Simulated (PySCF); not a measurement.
**MCs cations for M along the fifth-period p block**

CCSD(T) with double-zeta basis sets in PySCF, for the lowest determinant that a PBE0 search found; no spin–orbit coupling. De refers to high-spin ground-configuration atoms (the charge goes to the atom of lower measured ionisation energy or higher electron affinity, which is not always the lowest computed limit).

```
 M      basis  reference, frozen orbitals  charged atom  state (unpaired electrons)  Re (Å)  ωe (cm⁻¹)  De (eV)
In   def2-SVP                      UHF, 4           Cs+               doublet (σ ↑)   4.475       40.1     0.38
Sn  def2-SVPD                      UHF, 4           Cs+          triplet (σ ↑, π ↑)   4.382       38.7     0.25
Sb   def2-SVP                      UHF, 4           Cs+         quartet (σ ↑, π ↑↑)   4.323       32.7     0.11
Te   def2-SVP                      UHF, 4           Cs+              triplet (π ↑↑)   4.134       48.9     0.31
```

The shortest bond is that of CsTe⁺ (4.134 Å), the longest that of CsIn⁺ (4.475 Å).

The rows differ in basis set, which adds steps of its own.

The state changes along the series, so neighbouring rows are not always alike in their bonding.

Correlated steps freeze 4 core orbitals. Weak bonds: CsIn⁺, CsSb⁺, CsSn⁺, CsTe⁺. Basis-set superposition, not corrected here, can be much of De in a small basis, most of all at correlated wavefunction levels. These are scalar-relativistic numbers at best; spin–orbit coupling would shift them, the dissociation energy most. For an ion De counts to the pair picked by the measured ionisation energies or electron affinities, which need not be the lowest pair at this level. States were picked by a PBE0 search and need not be the measured ground states.
